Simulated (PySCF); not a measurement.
This PySCF input asks for the NMR shieldings of `InChI=1S/C3H6F4OSi/c1-2-8-9(7)3(4,5)6/h9H,2H2,1H3/t9-/m1/s1`; the geometry comes from GFN2-xTB.

```python
import basis_set_exchange as bse
import numpy as np
from pyscf import gto, dft
from pyscf.prop import nmr

atoms = """
C     2.380475   -0.678682   -0.081237
C     1.198522   -0.215611    0.753455
O     0.410447    0.667373   -0.021484
Si   -1.065870    1.249514   -0.013462
F    -1.145355    2.030677   -1.396935
C    -2.357926   -0.205488   -0.150460
F    -2.389533   -0.946197    0.986201
F    -3.625779    0.191198   -0.358431
F    -2.068700   -1.077443   -1.135916
H     3.021198   -1.322942    0.513588
H     2.953647    0.179803   -0.420442
H     2.030093   -1.228464   -0.950349
H     1.538251    0.323847    1.643445
H     0.591479   -1.068658    1.070952
H    -1.475364    2.109063    1.075057
"""
names = dict.fromkeys(["C", "O", "Si", "F", "H"], "pcSseg-1")
basis = {el: gto.basis.parse(bse.get_basis(n, elements=[el], fmt="nwchem")) for el, n in names.items()}
mol = gto.M(atom=atoms, basis=basis, charge=0, verbose=0)
mf = dft.RKS(mol, xc="PBE0")
mf.grids.level = 2
mf.grids.alignment = dft.numint.BLKSIZE   # the property module wants whole blocks of grid points
mf.conv_tol = 1e-9
mf.kernel()

calc = nmr.RKS(mf)   # GIAO
C = mf.mo_coeff
Co = C[:, mf.mo_occ > 0]
resp = mf.gen_response(singlet=True, hermi=2)
def vind(x):   # induced exchange potential for any number of trial vectors
    d = np.einsum("pi,xij,qj->xpq", C, 2 * x.reshape(-1, C.shape[1], Co.shape[1]), Co, optimize=True)
    return np.einsum("xpq,pi,qj->xij", resp(d - d.transpose(0, 2, 1)), C, Co, optimize=True).ravel()
mo1, _ = nmr.rhf.solve_mo1(calc, with_cphf=vind)
sigma = calc.kernel(mo1)
for i, s in enumerate(sigma):   # ppm
    print("%2d %-2s %9.2f" % (i, mol.atom_pure_symbol(i), np.trace(s) / 3))
```

**Question.** Give the expected output.

**Answer.** 
```
 0 C     166.95
 1 C     123.28
 2 O     285.85
 3 Si    400.28
 4 F     346.82
 5 C      51.76
 6 F     252.06
 7 F     253.88
 8 F     252.50
 9 H      30.69
10 H      30.07
11 H      30.03
12 H      27.42
13 H      27.42
14 H      26.98
```

These numbers come from an equivalent density-fitted implementation of the same equations, which agrees with the script to about 0.01 ppm for H and up to a few tenths of a ppm for heavy atoms, so last digits may differ.

**Question.** Turn these shieldings into chemical shifts. Shifts are taken against calculated references (same method and geometry level): $^{13}$C (σ = 186.93 ppm) and $^{29}$Si (σ = 349.16 ppm) and $^{1}$H (σ = 31.72 ppm) against TMS; $^{17}$O (σ = 336.08 ppm) vs H2O; $^{19}$F (σ = 170.95 ppm) vs CFCl3.

**Answer.** Averaging equivalent atoms: C 5: 135.2; C 1: 63.6; C 0: 20.0; O 2: 50.2; Si 3: -51.1; F 6/7/8: -81.9; F 4: -175.9; H 14: 4.74; H 13: 4.29; H 12: 4.29; H 9/10/11: 1.46 ppm. Unscaled 19F shifts against computed CFCl3 carry errors that often reach 10 to 50 ppm. Experimental scales use liquid or dissolved standards, which lie at an offset from isolated H2O (liquid H2O: subtract about 36 ppm).

Size and cost of the density-fitted run: 190 basis functions, 52 s wall time on 1 thread of an Intel Xeon Platinum 8259CL, shared host; peak memory 0.83 GiB.
